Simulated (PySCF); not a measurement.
C6H13O, doublet, geometry from GFN2-xTB; PySCF with SA2-CASSCF(5,4)/STO-3G.

Input for PySCF:
```python
from pyscf import gto, scf, mcscf
import numpy

mol = gto.M(
    atom='''
C     2.20401535    0.83109790   -0.26235455
C     1.23825757   -0.18236219    0.23510120
O     1.63554519   -1.05508844    1.23320654
C     0.03757296   -0.59194315   -0.53479095
C    -1.13736754    0.40347142   -0.40599338
C    -2.28817551   -0.02112969   -1.31264256
C    -1.59812981    0.49207267    1.04466669
H     1.69146996    1.54788045   -0.89831635
H     3.01382174    0.37957538   -0.85417436
H     2.67089301    1.37406972    0.56352432
H     2.45538172   -0.73659403    1.62489160
H    -0.28620590   -1.56640635   -0.16617706
H     0.28312694   -0.68619979   -1.60031927
H    -0.78639034    1.39167403   -0.72338441
H    -3.11620226    0.67984856   -1.23155368
H    -2.64677950   -1.00892299   -1.03092502
H    -1.96919047   -0.05536519   -2.35229596
H    -0.76604546    0.77229680    1.68598157
H    -2.38772000    1.23242131    1.15390046
H    -1.97755886   -0.47081220    1.37927718
''',
    basis='sto-3g',
    spin=1,
    verbose=4,
)

mf = scf.ROHF(mol)
mf.kernel()
mc = mcscf.CASSCF(mf, 4, 5)
mc.fix_spin_(ss=0.75)
mc = mc.state_average_([0.5, 0.5])
mc.kernel()
```

The log (banner, timings and long lists left out):

```
PySCF version 2.14.0

[INPUT] verbose = 4
[INPUT] num. atoms = 20
[INPUT] num. electrons = 57
[INPUT] charge = 0
[INPUT] spin (= nelec alpha-beta = 2S) = 1
[INPUT] symmetry False subgroup None
[INPUT] Mole.unit = angstrom
[INPUT] Symbol           X                Y                Z      unit          X                Y                Z       unit  Magmom
[...]
nuclear repulsion = 321.536610091031
number of shells = 34
number of NR pGTOs = 144
number of NR cGTOs = 48
basis = sto-3g
ecp = {}

******** <class 'pyscf.scf.rohf.ROHF'> ********
method = ROHF
initial guess = minao
damping factor = 0
level_shift factor = 0
DIIS = <class 'pyscf.scf.diis.CDIIS'>
diis_start_cycle = 1
diis_space = 8
diis_damp = 0
SCF conv_tol = 1e-09
SCF conv_tol_grad = None
SCF max_cycles = 50
direct_scf = True
direct_scf_tol = 1e-13
num. doubly occ = 28  num. singly occ = 1
Set gradient conv threshold to 3.16228e-05
init E= -307.045447446876
[...]
cycle= 1 E= -305.740434893888  delta_E= 1.31  |g|= 0.423  |ddm|=  3.7
[...]
cycle= 2 E= -305.813025050589  delta_E= -0.0726  |g|= 0.123  |ddm|= 0.576
[...]
cycle= 3 E= -305.820521383092  delta_E= -0.0075  |g|= 0.0473  |ddm|= 0.174
[...]
cycle= 4 E= -305.821508160029  delta_E= -0.000987  |g|= 0.01  |ddm|= 0.0568
[...]
cycle= 5 E= -305.821601124371  delta_E= -9.3e-05  |g|= 0.00431  |ddm|= 0.0188
[...]
cycle= 6 E= -305.821615415161  delta_E= -1.43e-05  |g|= 0.000663  |ddm|= 0.00909
[...]
cycle= 7 E= -305.821615788999  delta_E= -3.74e-07  |g|= 0.000152  |ddm|= 0.00151
[...]
cycle= 8 E= -305.821615802723  delta_E= -1.37e-08  |g|= 3.57e-05  |ddm|= 0.000278
[...]
cycle= 9 E= -305.821615803651  delta_E= -9.28e-10  |g|= 7.13e-06  |ddm|= 7.31e-05
[...]
Extra cycle  E= -305.821615803685  delta_E= -3.38e-11  |g|= 3.02e-06  |ddm|= 1.21e-05
converged SCF energy = -305.821615803685

******** <class 'pyscf.mcscf.addons.StateAverageCASSCF'> ********
CAS (3e+2e, 4o), ncore = 26, nvir = 18
max_cycle_macro = 50
max_cycle_micro = 4
conv_tol = 1e-07
conv_tol_grad = None
orbital rotation max_stepsize = 0.02
orbital rotation threshold for CI restart = 0.01
augmented hessian ah_max_cycle = 30
augmented hessian ah_conv_tol = 1e-12
augmented hessian ah_linear dependence = 1e-14
augmented hessian ah_level shift = 1e-08
augmented hessian ah_start_tol = 2.5
augmented hessian ah_start_cycle = 3
augmented hessian ah_grad_trust_region = 3
kf_trust_region = 3
kf_interval = 4
ci_response_space = 4
ci_grad_trust_region = 3
with_dep4 0
natorb = False
canonicalization = True
sorting_mo_energy = False
ao2mo_level = 2
internal_rotation = False
******** <class 'pyscf.mcscf.addons.StateAverageSpinPenaltyFCISolver'> ********
max. cycles = 50
conv_tol = 1e-08
davidson only = True
linear dependence = 1e-12
level shift = 0.001
max iter space = 12
nroots = 2
pspace_size = 400
spin = None
State-average over 2 states with weights [0.5, 0.5]
CASCI E = -305.628824467441  S^2 = 0.7500000
Set conv_tol_grad to 0.000316228
macro iter   1 ( 21 JK    4 micro), CASSCF E = -305.652162700087  dE = -2.33382326e-02  S^2 = 0.7500000
               |grad[o]|=0.163  |ddm|=0.0646  |maxRot[o]|=0.264
macro iter   2 ( 21 JK    4 micro), CASSCF E = -305.665351780753  dE = -1.31890807e-02  S^2 = 0.7500000
               |grad[o]|= 0.08  |ddm|=0.122  |maxRot[o]|=0.273
macro iter   3 ( 21 JK    4 micro), CASSCF E = -305.677549066329  dE = -1.21972856e-02  S^2 = 0.7500000
               |grad[o]|=0.0409  |ddm|=0.0706  |maxRot[o]|=0.205
macro iter   4 ( 20 JK    4 micro), CASSCF E = -305.688819115558  dE = -1.12700492e-02  S^2 = 0.7500000
               |grad[o]|=0.0329  |ddm|=0.119  |maxRot[o]|=0.168
macro iter   5 ( 18 JK    4 micro), CASSCF E = -305.692283076601  dE = -3.46396104e-03  S^2 = 0.7500000
               |grad[o]|=0.0177  |ddm|= 0.17  |maxRot[o]|=0.123
macro iter   6 ( 16 JK    4 micro), CASSCF E = -305.693092281700  dE = -8.09205099e-04  S^2 = 0.7500000
               |grad[o]|=0.0113  |ddm|=0.0557  |maxRot[o]|=0.0437
macro iter   7 ( 11 JK    4 micro), CASSCF E = -305.693468983110  dE = -3.76701410e-04  S^2 = 0.7500000
               |grad[o]|=0.00548  |ddm|=0.0159  |maxRot[o]|=0.0262
macro iter   8 ( 10 JK    4 micro), CASSCF E = -305.693591775146  dE = -1.22792036e-04  S^2 = 0.7500000
               |grad[o]|=0.00278  |ddm|=0.00245  |maxRot[o]|=0.0181
macro iter   9 ( 10 JK    3 micro), CASSCF E = -305.693617111149  dE = -2.53360030e-05  S^2 = 0.7500000
               |grad[o]|=0.00119  |ddm|=0.00148  |maxRot[o]|=0.0103
macro iter  10 (  8 JK    2 micro), CASSCF E = -305.693617809446  dE = -6.98297185e-07  S^2 = 0.7500000
               |grad[o]|=0.000189  |ddm|=0.000386  |maxRot[o]|=0.00177
macro iter  11 (  3 JK    1 micro), CASSCF E = -305.693617824910  dE = -1.54642521e-08  S^2 = 0.7500000
               |grad[o]|=3.87e-05  |ddm|=0.000178  |maxRot[o]|=0.000144
1-step CASSCF converged in  11 macro (159 JK  38 micro) steps
CASSCF canonicalization
Density matrix diagonal elements [1.62741766 1.83656632 1.48238556 0.05363046]
CASSCF energy = -305.693617824910
CASCI E = -305.693617824910  E(CI) = -7.65304794619885  S^2 = 0.7500000
CASCI state-averaged energy = -305.69361782491
CASCI energy for each state
  State 0 weight 0.5  E = -305.845926970785 S^2 = 0.7500000
  State 1 weight 0.5  E = -305.541308679036 S^2 = 0.7500000
```
